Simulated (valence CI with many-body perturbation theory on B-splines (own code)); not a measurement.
## Energy levels of As²⁺

Computed by relativistic CI+MBPT: three valence electrons over a frozen Dirac-Fock core [Ar] 3d10, a basis of 11 s, 11 p, 9 d, 7 f, 5 g, 2 h, 1 i functions for each j, with the one-electron correlation potential Σ1, the two-electron term Σ2, the three-electron term Σ3, Breit, model QED; selected CI, second order for the rest, scaled by the run's own slope (own B-spline code, finite nucleus).

Set against measurement, 13 paired levels are off by 202 cm⁻¹ on average, the worst by 431. These come from a selection out of Moore, Atomic Energy Levels, vol. II, NSRDS-NBS 35 (1971 reprint of NBS Circular 467, 1952), an old analysis. Levels without a partner in it may be off by more.

Levels 1 to 45 of 51, with energies above the lowest level, 4s2.4p 2P°_1/2. "Leading %" is the weight of the configuration and term that name the level; weights of strongly mixed levels are sums over their largest components and can fall short. Lifetimes count E1, E2, E3, M1 and M2 decay at the calculated energies, and are blank where another channel may lead or the interval is too uncertain; long ones can be off by a factor of two.

```tsv
No.	Configuration	Term	J	E (eV)	Leading %	g	Lifetime
1	4s2.4p	2P°	1/2	0.000	96	0.666	
2	4s2.4p	2P°	3/2	0.363	96	1.334	4.39 s
3	4s.4p2	4P	1/2	8.078	98	2.668	596 ns
4	4s.4p2	4P	3/2	8.223	99	1.734	3.66 μs
5	4s.4p2	4P	5/2	8.433	98	1.599	1.31 μs
6	4s.4p2	2D	3/2	10.539	80	0.801	8.28 ns
7	4s.4p2	2D	5/2	10.579	79	1.203	10.5 ns
8	4s2.5s	2S	1/2	13.220	86	1.990	226 ps
9	4s.4p2	2S	1/2	13.325	82	1.932	908 ps
10	4s.4p2	2P	1/2	14.115	89	0.750	142 ps
11	4s.4p2	2P	3/2	14.300	88	1.294	135 ps
12	4s2.4d	2D	3/2	14.570	72	0.839	139 ps
13	4s2.4d	2D	5/2	14.581	79	1.200	145 ps
14	4s2.5p	2P°	1/2	16.279	95	0.666	3.34 ns
15	4s2.5p	2P°	3/2	16.368	95	1.334	3.16 ns
16	4s2.6s	2S	1/2	20.142	96	2.002	645 ps
17	4s2.4f	2F°	7/2	20.312	94	1.143	839 ps
18	4s2.4f	2F°	5/2	20.313	94	0.857	843 ps
19	4s2.5d	2D	3/2	20.502	95	0.800	593 ps
20	4s2.5d	2D	5/2	20.513	95	1.200	620 ps
21	4p3	2D°	3/2	20.594	50	0.805	8.02 ns
22	4p3	2D°	5/2	20.657	51	1.200	7.96 ns
23	4s2.6p	2P°	1/2	21.364	92	0.666	5.69 ns
24	4s2.6p	2P°	3/2	21.402	92	1.335	5.63 ns
25	4p3	4S°	3/2	21.593	96	1.988	152 ps
26	4s.4p.4d	4F°	3/2	21.887	95	0.403	31.0 ns
27	4s.4p.4d	4F°	5/2	21.964	95	1.031	18.1 ns
28	4s.4p.4d	4F°	7/2	22.079	95	1.240	16.4 ns
29	4s.4p.4d	4F°	9/2	22.243	96	1.334	
30	4s.4p.5s	4P°	1/2	22.392	94	2.652	305 ps
31	4s.4p.5s	4P°	3/2	22.517	92	1.726	283 ps
32	4s.4p.5s	4P°	5/2	22.752	86	1.599	223 ps
33	4p3	2P°	1/2	22.931	32	0.670	3.44 ns
34	4p3	2P°	3/2	22.961	40	1.341	1.25 ns
35	4s2.7s	2S	1/2	23.172	96	2.002	1.17 ns
36	4s.4p.4d	4D°	3/2	23.179	78	1.289	142 ps
37	4s.4p.4d	4D°	1/2	23.181	91	0.125	127 ps
38	4s2.5f	2F°	5/2	23.181	40	1.199	288 ps
39	4s2.5f	2F°	7/2	23.184	92	1.146	1.57 ns
40	4s2.5f	2F°	5/2	23.192	53	1.115	382 ps
41	4s.4p.5s	2P°	1/2	23.275	56	0.672	239 ps
42	4s2.6d	2D	3/2	23.325	95	0.800	1.57 ns
43	4s2.6d	2D	5/2	23.331	95	1.200	1.65 ns
44	4s.4p.4d	4D°	7/2	23.350	95	1.424	127 ps
45	4s2.5g	2G	7/2	23.370	96	0.889	2.80 ns
```

Names give the largest LS component (configuration and term), which can be under half, so a name can repeat, a term be missing and a line seem to break the LS rules; names also repeat where a configuration has a term twice.

Where two levels of one J and parity lie close, their mixing, g and order are uncertain.

The ionisation energy to 4s2 1S_0 of the next ion comes out as 28.314 eV (NIST: 28.349 ± 0.012 eV (measured)). All 51 levels together are meant to be complete up to 23.907 eV.
